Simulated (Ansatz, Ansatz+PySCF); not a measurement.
```json
{"atom": "H", "x (Å)": "0.0046", "y (Å)": "0.0124", "z (Å)": "0.0063"}
{"atom": "C", "x (Å)": "1.0288", "y (Å)": "-0.2021", "z (Å)": "-0.3466"}
{"atom": "C", "x (Å)": "2.2020", "y (Å)": "-0.4378", "z (Å)": "-0.6626"}
{"atom": "N", "x (Å)": "3.3826", "y (Å)": "-0.7091", "z (Å)": "-1.0290"}
```

Basis set: def2-SVP (spherical functions). Frozen core: 3 orbitals. Charge 0, multiplicity 3.

Computed with Ansatz (development build ahead of 0.2.0); each method stands on the lowest determinant of its kind that the runs found.

The atomization energy at this shape (free ground-state atoms in the same class of orbitals less the molecule, no zero-point energy) of triplet C₂HN:

```
method  atomization energy
   UHF            12.04 eV
```

What does UHF-MP2 give?

16.03 eV. Caution: the shape is not the minimum; the unrestricted determinant is spin contaminated.
